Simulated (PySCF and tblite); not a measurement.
C₆H₉NO, numbered as in [N:1]#[C:2][CH:3]1[CH2:4][CH2:5][O:6][CH2:7][CH2:8]1.

Level: PBE0-D3(BJ)/def2-TZVP//PBE0-D3(BJ)/def2-SVP, thermal terms from GFN2-xTB, symmetry numbers and mirror pairs counted. Conformers within 4 kcal/mol (GFN2-xTB free energy) were kept, 7 at most. GIAO shieldings: PBE0/pcSseg-1. Shifts are against TMS (¹H), TMS (¹³C), NH3 (¹⁵N) at the same level; of two unlike H on one atom, a is the less shielded. Run with PySCF (density fitting) and tblite.

The 6-ring runs over atoms 3–4–5–6–7–8.

```csv
conformer,shape,symmetry,E(GFN2) kcal/mol,E(DFT) kcal/mol
1,6-ring chair (all substituents equatorial),Cs,0.22,0.00
2,6-ring chair (C2 axial),Cs,0.00,0.00
```

How much do the weights at 298.15 K and the averaged shift of H5b/H7b depend on how the conformers are weighted?


```csv
weighting,1 (%),2 (%),δ (ppm),rms dipole (D)
"DFT energy with thermal terms, symmetry and mirror images (full scheme)",56,44,3.39,3.42
DFT energy with symmetry and mirror images,50,50,3.43,3.41
bare DFT energy,50,50,3.43,3.41
GFN2-xTB energy with symmetry and mirror images,41,59,3.48,3.40
GFN2-xTB free energy,47,53,3.45,3.40
leading conformer alone,100,0,3.12,3.49
equal weights,50,50,3.43,3.41
"full scheme, search stopped after three starts",100,0,3.12,3.49
```

The largest departure from the full scheme, 0.27 ppm, comes with: leading conformer alone.


¹⁵N shifts are against a computed isolated NH3 molecule, about 20 ppm from the liquid.